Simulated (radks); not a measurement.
The numbers below are computed, except where a source is named.
All-electron atom: a nucleus of charge 74.9 with 72 electrons in [Xe] 4f14 5d4.

Code: a radial shooting solver on a logarithmic mesh with Libxc functionals. Model: non-relativistic Kohn-Sham, PBE, spin-polarised, spherical densities, point nucleus; open shells are filled with parallel spins first (spin-orbit coupling, left out, can overturn this in heavy ions); relativity is left out, which matters for an element this heavy.

Energy parts (eV):
part                       energy
total                  -428208.45
kinetic                 428100.19
electron-nucleus      -1017728.26
Hartree                 169914.25
exchange-correlation     -8494.63

Orbitals (lengths in bohr, moments of r in powers of bohr; r(max) is where P^2 peaks):
orbital	occ.	eigenvalue (eV)	r(max)	<1/r>
1s up	1	-65409.57	0.01342	74.35
1s down	1	-65409.58	0.01342	74.35
2s up	1	-10805.76	0.07307	17.45
2s down	1	-10805.50	0.07307	17.45
2p up	3	-10364.65	0.05672	17.48
2p down	3	-10364.45	0.05672	17.48
3s up	1	-2500.371	0.2005	6.719
3s down	1	-2500.289	0.2005	6.719
3p up	3	-2295.309	0.1889	6.670
3p down	3	-2295.223	0.1889	6.670
3d up	5	-1913.052	0.1489	6.595
3d down	5	-1912.889	0.1489	6.595
4s up	1	-528.4820	0.4505	2.904
4s down	1	-528.2959	0.4506	2.904
4p up	3	-442.2864	0.4510	2.813
4p down	3	-442.0884	0.4511	2.812
4d up	5	-284.9854	0.4467	2.617
4d down	5	-284.7402	0.4468	2.618
4f up	7	-78.7483	0.4117	2.202
4f down	7	-78.3203	0.4116	2.209
5s up	1	-97.5785	1.031	1.155
5s down	1	-95.1416	1.025	1.166
5p up	3	-72.1554	1.106	1.043
5p down	3	-69.4117	1.098	1.054
5d up	4	-33.7512	1.373	0.7730
5d down	0	-30.6540	1.360	0.7721

The highest occupied level is 5d up at -33.751 eV. Virial ratio -V/T = 2.00025. The spin density at the nucleus is -3.521 e/bohr^3 (1s -0.028, 2s -0.239, 3s -0.139, 4s 0.304, 5s -3.420). Summed over all electrons, <r^2> = 37.53 bohr^2, which gives a Langevin (diamagnetic) susceptibility term of -29.7 x 10^-6 cm^3/mol. Spin moment in Bohr magnetons: 4. The density falls to 0.001 e/bohr^3 at r = 3.40 bohr.
